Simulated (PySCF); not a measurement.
## Two-component Hartree-Fock for Br⁴⁺ (bromine, charge +4)

Start: [Ar] 3d10 4s2 4p1; 4p3/2 filled at m_j = +3/2. Calculated with PySCF 2.14 in x2c-SVPall-2c: generalised Hartree-Fock with the X2C-1e Hamiltonian and a Gaussian nucleus; one run each with spin-orbit coupling (SO) screened by Boettger's factors, then bare. This is a chosen level, not necessarily the ground level.

```
spinor shell  electrons  ε, screened SO (eV)  ε, bare SO (eV)  weight of nominal j (bare SO)  rms radius, bare SO (bohr)
       1s1/2          2             -13608.1         -13608.1                          1.000                      0.0493
       2s1/2          2              -1879.7          -1879.7                          1.000                       0.205
       2p1/2          2              -1692.3          -1694.4                          1.000                       0.180
       2p3/2          4              -1644.0          -1643.1                          1.000                       0.184
       3s1/2          2              -331.46          -331.46                          1.000                       0.588
       3p1/2          2              -264.12          -264.44                          0.999                       0.600
       3p3/2          4              -256.88          -256.74                          1.000                       0.610
       3d3/2          4              -140.56          -140.84                          0.990                       0.642
       3d5/2          6              -139.44          -139.27                          0.993                       0.647
       4s1/2          2              -72.385          -72.386                          1.000                        1.63
       4p3/2          1              -58.340          -58.325                          1.000                        1.84
```

| quantity | screened SO | bare SO |
| --- | --- | --- |
| E (hartree) | -2599.92356 | -2599.93800 |
| M_J | 3/2 | 3/2 |
| ⟨J²⟩ | 3.757 | 3.757 |
| ⟨L²⟩ | 2.007 | 2.008 |
| ⟨S²⟩ | 0.754 | 0.755 |

Each row is a mean over spinors that exchange with the open shell spreads, by up to 3.466 eV (4s1/2).
